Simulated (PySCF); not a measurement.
**Electron affinity of Sn by level of theory**

Sn⁻ [Kr] 4d10 5s2 5p3 (4S) → Sn [Kr] 4d10 5s2 5p2 (3P), as a difference of total energies. Computed with PySCF 2.14 in aug-cc-pwCVDZ-PP with ECP28MDF (6s5p4d1f, 48 functions), with a scalar-relativistic core potential. Correlated levels: valence: 4s2 4p6 4d10 frozen; valence and next inner shell: nothing frozen outside the core potential. The calculations carry no spin-orbit coupling.

```tsv
method	electron affinity (eV)	difference from reference (eV)
UHF	0.965	-0.147
LDA	1.552	+0.440
PBE	1.419	+0.307
PBE0	1.417	+0.305
r2SCAN	1.520	+0.408
TPSS	1.386	+0.274
B3LYP	1.341	+0.229
LC-wPBE	1.397	+0.285
B97-3	1.213	+0.101
MP2 (valence)	1.297	+0.185
SCS-MP2 (valence)	1.169	+0.057
MP2 (valence and next inner shell)	1.327	+0.215
SCS-MP2 (valence and next inner shell)	1.179	+0.067
```

Reference: 1.112 eV (measured; photodetachment measurements, as compiled on the Wikipedia data page of electron affinities).

The reference lies between the lowest fine-structure levels, while these numbers refer to the centres of the terms.

Errors of the correlated levels include the incompleteness of this basis and the frozen core.

In the anion the highest occupied orbital energy is positive at LDA, PBE, PBE0, r2SCAN, TPSS, B3LYP, B97-3, a self-interaction effect; the basis confines that electron, and the energy difference can still be sensible.
